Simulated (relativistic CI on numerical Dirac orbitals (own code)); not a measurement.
**Level scheme of H**

Calculated at this level of theory: Dirac equation for one electron, model QED (radiative potential, 1s self-energy scaled to tabulated hydrogen-like ionisation energies) (own radial code, finite nucleus).

CI space: 1s, 2p, 2s, 3p, 3s, 3d, 4p, 4s, 4d, 4f, 5p, 5s, 5d, 5f, 5g, 6s, 6p, 6d. Levels of other configurations are missing.

The lowest level is 1s 2S_1/2, with 100 % of that term; Hund's rules for 1s give 2S with J = 1/2, in agreement.

```tsv
No.	Configuration	Term	J	E (cm⁻¹)	%	Landé g	Lifetime (s)
1	1s	2S	1/2	0.0	100	2.002	
2	2p	2P°	1/2	82258.8	100	0.666	1.60e-09
3	2s	2S	1/2	82258.9	100	2.002	
4	2p	2P°	3/2	82259.2	100	1.334	1.60e-09
5	3p	2P°	1/2	97492.1	100	0.666	5.28e-09
6	3s	2S	1/2	97492.1	100	2.002	1.59e-07
7	3d	2D	3/2	97492.2	100	0.800	1.55e-08
8	3p	2P°	3/2	97492.2	100	1.334	5.28e-09
9	3d	2D	5/2	97492.3	100	1.200	1.55e-08
10	4p	2P°	1/2	102823.7	100	0.666	1.23e-08
11	4s	2S	1/2	102823.7	100	2.002	2.27e-07
12	4d	2D	3/2	102823.8	100	0.800	3.62e-08
13	4p	2P°	3/2	102823.8	100	1.334	1.23e-08
14	4f	2F°	5/2	102823.8	100	0.857	7.26e-08
15	4d	2D	5/2	102823.8	100	1.200	3.62e-08
16	4f	2F°	7/2	102823.8	100	1.143	7.26e-08
17	5p	2P°	1/2	105291.5	100	0.666	2.38e-08
18	5s	2S	1/2	105291.5	100	2.002	3.53e-07
19	5d	2D	3/2	105291.5	100	0.800	6.97e-08
20	5p	2P°	3/2	105291.5	100	1.334	2.38e-08
21	5f	2F°	5/2	105291.6	100	0.857	1.40e-07
22	5d	2D	5/2	105291.6	100	1.200	6.97e-08
23	5g	2G	7/2	105291.6	100	0.889	2.35e-07
24	5f	2F°	7/2	105291.6	100	1.143	1.40e-07
25	5g	2G	9/2	105291.6	100	1.111	2.35e-07
26	6p	2P°	1/2	106632.0	100	0.666	4.09e-08
27	6s	2S	1/2	106632.0	100	2.002	5.36e-07
28	6d	2D	3/2	106632.1	100	0.800	1.19e-07
29	6p	2P°	3/2	106632.1	100	1.334	4.09e-08
30	6d	2D	5/2	106632.1	100	1.200	1.19e-07
```

Energies count from the lowest computed level; ° marks odd parity; lifetimes are radiative, by E1, M1, E2, M2, E3 decay to levels of this space only; some are left blank where a channel outside the calculation adds to the decay or the decay crosses a small, uncertain gap.
